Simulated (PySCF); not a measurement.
CH₃BO, SMILES [BH3-]C#[O+]. Geometry optimised at PBE-D3(BJ)/def2-TZVP.

Calculation: PBE-D3(BJ)/def2-TZVP run with PySCF.

Harmonic wavenumbers (cm⁻¹): 289, 289, 776, 776, 796, 1041, 1052, 1052, 2134, 2408, 2483, 2483. Rotational constants (GHz): 121.3, 8.831, 8.831; symmetry number 3.

**Question.** Work out the zero-point energy and the ideal-gas rigid-rotor harmonic-oscillator thermochemistry at 298.15 K and 1 atm.

**Answer.** ZPE = ½ Σ hcν = ½ × 15580 cm⁻¹ = 22.27 kcal/mol. H − E(el) = 25.40 kcal/mol. Entropy in cal/(mol K): translation 37.12, rotation 18.87, vibration 3.86, total 59.85. G − E(el) = 7.56 kcal/mol. Cp = 14.37 cal/(mol K).
